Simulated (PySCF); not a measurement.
C2H9NOSi, SMILES CN([SiH2]O)C. The structure is a stationary point at r2SCAN-D4/def2-SVP. The values are those of a single conformer.

Computed equilibrium geometry at r2SCAN-D4/def2-SVP (PySCF confirms it by a frequency run) as a Z-matrix (one conformer of several):
```
N
C 1 1.4452
H 2 1.1006 1 110.59
H 2 1.1083 3 107.76 1 121.74
H 2 1.1097 3 107.65 4 115.10
C 1 1.4485 2 114.24 3 178.69
H 6 1.1016 1 110.41 2 -176.99
H 6 1.1079 7 107.27 1 -121.30
H 6 1.1097 7 108.06 8 -115.29
Si 1 1.7307 2 124.64 3 -12.80
O 10 1.6697 1 111.22 2 136.07
H 11 0.9652 10 114.90 1 -54.41
H 10 1.4912 11 101.74 12 -177.08
H 10 1.4950 13 110.80 11 121.43
```
